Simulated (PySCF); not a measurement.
Molecule: 1-fluorobicyclo[2.2.1]heptane (SMILES F[C@]12CC[C@H](CC1)C2).

Geometry (Å), atoms numbered from 1 in this order:
```xyz
19

F     0.010    0.869   -2.311
C     0.024    0.399   -1.027
C    -1.293    0.648   -0.290
C    -1.211   -0.356    0.885
C     0.145   -1.051    0.660
C     1.270   -0.046    0.973
C     1.185    0.957   -0.203
C     0.207   -1.112   -0.869
H    -2.131    0.428   -0.969
H    -1.391    1.696    0.029
H    -2.032   -1.087    0.841
H    -1.266    0.130    1.871
H     0.246   -2.007    1.192
H     1.134    0.430    1.955
H     2.247   -0.552    0.993
H     2.096    0.955   -0.820
H     1.001    1.995    0.112
H     1.171   -1.467   -1.265
H    -0.611   -1.689   -1.328
```

Geometry PBE0-D3(BJ)/def2-SVP throughout; GIAO in PySCF 2.14, gas phase, one conformer, non-relativistic; equivalent atoms averaged; basis pcSseg-1.

(1) How do the absolute shieldings σ depend on the functional? (a selection of nuclei; ppm; last column core-seconds on shared hosts with different chips, so compare them loosely; the GGAs took longer than the global hybrids here, which isn't the general rule, and the cause wasn't traced)

(2) Which nucleus among those listed moves most, in ppm?

Answers

(1) 
```csv
functional,kind,F1,C2,C8,C3/C7,H9/H16,H11/H15,H13,H10/H17,H12/H14,core-s
HF,Hartree–Fock,418.3,101.8,153.1,160.2,30.00,30.17,30.23,30.28,30.59,14
LDA,LDA,371.0,69.1,134.1,143.3,28.96,28.89,28.93,29.31,29.42,27
KT3,GGA,370.4,81.3,141.0,147.4,29.56,29.47,29.51,29.89,29.93,34
B97-D,GGA,373.7,74.8,135.9,143.0,29.59,29.55,29.62,29.93,30.03,36
B3LYP,global hybrid,380.5,74.8,135.4,143.0,29.60,29.61,29.66,29.93,30.08,29
PBE0,global hybrid,384.2,82.3,141.6,149.5,29.49,29.51,29.56,29.81,29.98,22
B97-2,global hybrid,384.0,82.7,141.6,149.0,29.60,29.62,29.67,29.92,30.08,24
BHandHLYP,global hybrid,396.2,85.0,142.2,149.8,29.70,29.78,29.82,30.00,30.23,23
```

(2) F1 (fluorine on an sp3 carbon): from 370.4 ppm with KT3 to 418.3 ppm with HF. The smallest spread is 0.97 ppm, at H10/H17. Proton shifts span only some 12 ppm, so a few tenths of a ppm matter as much there as several ppm in carbon.
